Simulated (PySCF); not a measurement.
Compound: C₆H₁₁AsO.
InChI=1S/C6H11AsO/c8-5-6-2-1-3-7-4-6/h5-7H,1-4H2/t6-/m1/s1

Theory: TDDFT CAM-B3LYP/def2-SVPD, vertical, gas phase, core orbitals frozen in the response (PySCF 2.14.0, density-fitted response routines). One conformer (not necessarily the lowest) at the PBE0-D3(BJ)/def2-SVP geometry, without solvent, vibrations or thermal averaging. Relativistic effects, spin–orbit coupling among them, are left out although an element past zinc is present.

Computed states:

```tsv
state	E (eV)	f
S1	4.27	0.0021
S2	6.04	0.078
S3	6.43	0.066
S4	6.70	0.084
S5	7.16	0.016
S6	7.24	0.057
S7	7.36	0.052
S8	7.41	0.010
S9	7.64	0.026
S10	7.78	0.0050
```

Broadening: Gaussians 0.25 eV wide at half height, area fixed by f = 4.319×10⁻⁹ ∫ε dν̃. The cross-section is σ = 3.8235×10⁻²¹ ε cm², given in Mb (10⁻¹⁸ cm²). The width is an assumption, not a result. The curve ends short of the highest state used, and states not computed would add to its high-energy end.

Question: Give the broadened spectrum and its maxima.

Answer: 
(E (eV), σ (Mb)): (3.90, 0.00), (4.01, 0.04), (4.12, 0.31), (4.23, 0.79), (4.35, 0.64), (4.46, 0.17), (4.57, 0.02), (4.69, 0.00), (4.80, 0.00), (4.91, 0.00), (5.03, 0.00), (5.14, 0.00), (5.25, 0.00), (5.37, 0.00), (5.48, 0.00), (5.59, 0.00), (5.71, 0.27), (5.82, 3.89), (5.93, 19.17), (6.05, 32.14), (6.16, 17.86), (6.27, 11.86), (6.39, 26.01), (6.50, 27.49), (6.61, 30.32), (6.73, 33.78), (6.84, 14.75), (6.95, 3.77), (7.07, 11.86), (7.18, 31.78)

Maxima: 290 nm (4.27 eV), ε about 220, made up of S1 (100%); 205 nm (6.04 eV), ε about 8500, made up of S2 (100%); 192 nm (6.45 eV), ε about 7500, made up of S3 (93%); 185 nm (6.69 eV), ε about 9300, made up of S4 (96%) (ε in L mol⁻¹ cm⁻¹; maxima over ε = 5, shares over 10%). At its high-energy end, 7.18 eV, the curve is still rising (ε about 8300, from S5, S6 and S7).

Question: Coming from long wavelengths, where does ε first pass 100 L mol⁻¹ cm⁻¹?

Answer: At about 300 nm (4.14 eV), 0.13 eV below S1.

Question: On this curve, what absorbance would a 10⁻⁴ mol/L sample give at 193 nm over a 1 cm path?

Answer: 193 nm is 6.424 eV, where ε is about 7400 L mol⁻¹ cm⁻¹, so A = ε c l ≈ 0.74 (Beer–Lambert, with the gas-phase spectrum and the assumed width).

Question: Does any computed singlet lie in the visible range?

Answer: No computed singlet lies in the visible range (380 to 750 nm); the lowest, at 290 nm, stands 1.01 eV above its violet end (3.26 eV).

All these states lie below the vertical ionisation energy of 9.02 eV (ΔSCF).
